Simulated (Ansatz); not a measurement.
As₆, relaxed as a singlet with RKS PBE-D4/def2-SVP in Ansatz, starting from the GFN1-xTB geometry. Force threshold 0.02 eV/Å.

The restricted singlet is unstable towards broken spin symmetry at other levels; at PBE-D4/def2-SVP this wasn't settled. Another isomer (singlet) lies 2.57 eV lower at PBE0-D4/def2-TZVP; other spin states weren't run for this one.

Start:

```xyz
6

As   -1.372   -0.179   -0.669
As   -0.214    3.256    1.385
As    0.088    1.376    0.445
As    0.019   -1.461   -2.055
As    0.122   -0.894    1.243
As    1.358   -2.098   -0.348
```

| step | energy (eV) | largest force component (eV/Å) | SCF passes |
| --- | --- | --- | --- |
| 1 | -364950.7288 | 1.561 | 21 |
| 2 | -364951.0084 | 0.253 | 23 |
| 3 | -364951.0180 | 0.077 | 24 |
| 4 | -364951.0219 | 0.054 | 23 |
| 5 | -364951.0224 | 0.030 | 23 |
| 6 | -364951.0226 | 0.016 | 23 |

Force components are those of the run's own axes.

End:

Cartesian coordinates in Å:
```
As -1.480 -0.251 -0.653
As -0.163 3.341 1.376
As 0.118 1.398 0.430
As 0.042 -1.420 -2.120
As 0.052 -0.983 1.309
As 1.431 -2.084 -0.342
```

By distances, no bond broke or formed. The bond that changes most is As1–As3, from 2.41 to 2.54 Å (atoms count from 1).

No frequencies were taken in this run, so the end may be a saddle point.

Hardware: 4 threads of Intel Xeon 6975P-C on a shared host. Wall time 10 s.
